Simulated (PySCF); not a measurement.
Computed with r2SCAN-D4/def2-TZVP (PySCF 2.14.0). Gas-phase values, no solvent. Excitations are Tamm–Dancoff values on a coarser integration grid. The basis has no diffuse functions, so Rydberg states are missing or too high.

Reference species (SMILES): `C1[SiH2]B1` (neutral, multiplicity 1).

```json
{
  "dipole_moment": "0.93 D",
  "LUMO": "-2.16 eV",
  "HOMO–LUMO gap": "3.95 eV",
  "T1 excitation (TDA)": "2.98 eV"
}
```

After one change: the dipole moment falls by 0.59 D; the LUMO decreases by 0.46 eV; the HOMO–LUMO gap falls by 0.70 eV; the T1 excitation (TDA) falls by 0.39 eV.

Task: What was changed between the two runs? The new species is one of these.
A. `[H]/B=[SiH]/C`
B. `[H]/B=C\[SiH3]`
C. `CB=[SiH2]`
D. `C=B[SiH3]`

Result: D, `C=B[SiH3]`
